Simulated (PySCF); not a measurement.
Assigning NMR signals

Cartesian coordinates in Å; atom numbers follow the order of the lines, from 1:
```xyz
20

C    -2.858    1.071   -0.080
C    -1.701    0.456    0.131
C    -1.602   -0.770    0.988
Si   -0.084    1.104   -0.608
C     0.955   -0.263   -1.501
C     2.091   -0.507   -0.464
C     1.911   -1.759    0.193
N     1.721   -2.757    0.722
Si    1.808    1.006    0.741
F     1.628    0.520    2.275
H    -3.784    0.712    0.342
H    -2.931    1.959   -0.686
H    -2.585   -1.111    1.305
H    -1.003   -0.563    1.875
H    -1.109   -1.580    0.452
H    -0.346    2.281   -1.450
H     1.380    0.089   -2.440
H     0.421   -1.185   -1.730
H     3.077   -0.520   -0.934
H     3.005    1.829    0.867
```

Non-relativistic, rapidly exchanging positions averaged, no solvent model, a single conformation. PBE0/pcSseg-1 with gauge-including orbitals; geometry: GFN2-xTB; PySCF 2.14.0 with density-fitted response routines.

Chemical shifts δ = σref − σ; TMS for $^{13}$C (186.93 ppm) and $^{1}$H (31.72 ppm), all at this level.

(1) Assign these signals to the numbered atoms. $^{13}$C{$^{1}$H} NMR (computed): δ 149.9 (C), 137.8 (CH2), 125.1 (C), 28.2 (CH3), 21.2 (CH), 15.8 (CH2).

(2) Assign these signals to the numbered atoms. $^{1}$H NMR (500 MHz, computed): δ 6.19 (br s, 1H), 6.08 (m, 1H), 5.80 (br s, 1H), 5.28 (m, 1H), 2.73 (m, 1H), 2.48 (s, 3H), 1.81 (m, 1H), 1.61 (m, 1H).

## Answers

(1) 
```tsv
δ (ppm)	atoms	environment	reason
149.9	C2	fully substituted alkene carbon	as expected for a trigonal carbon in a double bond
137.8	C1	terminal =CH2 carbon	as expected for a trigonal carbon in a double bond
125.1	C7	nitrile carbon	this is the usual window of a C≡N carbon, which has no attached hydrogen
28.2	C3	allylic methyl carbon	a saturated carbon with 1 carbon neighbour and no heteroatom attached
21.2	C6	sp3 CH bonded to Si, α to a nitrile	–
15.8	C5	sp3 CH2 bonded to Si	–
```

(2) 
| δ (ppm) | atoms | environment | reason |
| --- | --- | --- | --- |
| 6.19 | H11 | hydrogen on a terminal =CH2 carbon | olefinic region |
| 6.08 | H20 | hydrogen on a silicon bonded to C, F, Si, in a 4-membered ring | – |
| 5.80 | H12 | hydrogen on a terminal =CH2 carbon | a vinylic proton, deshielded by the sp2 carbon and the C=C anisotropy |
| 5.28 | H16 | hydrogen on a silicon bonded to 2 C, Si, in a 4-membered ring | – |
| 2.73 | H19 | hydrogen on an sp3 CH bonded to Si, α to a nitrile | – |
| 2.48 | H13/H14/H15 | hydrogen on an allylic methyl carbon | allylic position |
| 1.81 | H17 | hydrogen on an sp3 CH2 bonded to Si | – |
| 1.61 | H18 | hydrogen on an sp3 CH2 bonded to Si | – |

H11 and H20 lie closer than the usual error of such a calculation, so a measured spectrum could show them in the other order.

Splittings by $^{19}$F in the carbon and heteronuclear signals aren't shown, as no couplings were computed. Shifts are as computed. Against solution values, carbons near 30 ppm lie about +3 ppm off and those near 130 ppm about +5 ppm. Of 1309 compounds with measured shifts, 239 miss one by over three times the rms of a fit or turn the order of signals round; such compounds aren't used in these exercises. No couplings were computed; multiplicities are counted from neighbouring protons, with m where these are inequivalent, close in shift, in a saturated or five-membered ring or joined by F or P, and br s for small geminal =CH2 splittings.
